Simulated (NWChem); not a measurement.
System: C3H4F2Si; SMILES FC[Si@@H](C#C)F

```xyz
10

C     -0.8670    -2.7866    -0.1956
C     -0.3731    -1.6999     0.0418
Si     0.3268    -0.0472     0.3923
F      1.8277     0.0220    -0.2236
C     -0.7547     1.2428    -0.4561
F     -0.3632     2.5124    -0.0898
H     -1.2989    -3.7503    -0.4041
H      0.4252     0.1957     1.8525
H     -0.6909     1.1384    -1.5545
H     -1.8135     1.0886    -0.1767
```
Atoms are numbered in this order, from 1.

Computed with NWChem. Pople sets run with spherical d functions. The geometry was optimised at PBE0/def2-SVP. GIAO values for the isolated, static molecule; σ is the absolute isotropic shielding, δ = σ(reference) − σ with the isolated reference molecule computed at the same levels (13C: tetramethylsilane, 19F: trichlorofluoromethane, 1H: tetramethylsilane, 29Si: tetramethylsilane).

```csv
level,δ C1 (ppm),δ Si3 (ppm),δ F4 (ppm),δ C5 (ppm),δ H7 (ppm),δ H9 (ppm),δ H10 (ppm)
BHandHLYP/pcSseg-1,107.8,-22.8,-176.8,76.5,2.58,4.60,4.15
Hartree-Fock/6-31G*,(withheld),(withheld),(withheld),(withheld),(withheld),(withheld),(withheld)
PBE0/pcSseg-1,106.8,-17.1,-196.6,78.8,2.52,4.72,4.29
```

Problem. What belongs in the gaps?

Solution. 
- Hartree-Fock/6-31G*, δ C1 (ppm): 99.7
- Hartree-Fock/6-31G*, δ Si3 (ppm): -14.1
- Hartree-Fock/6-31G*, δ F4 (ppm): -127.8
- Hartree-Fock/6-31G*, δ C5 (ppm): 67.7
- Hartree-Fock/6-31G*, δ H7 (ppm): 2.96
- Hartree-Fock/6-31G*, δ H9 (ppm): 4.42
- Hartree-Fock/6-31G*, δ H10 (ppm): 4.03
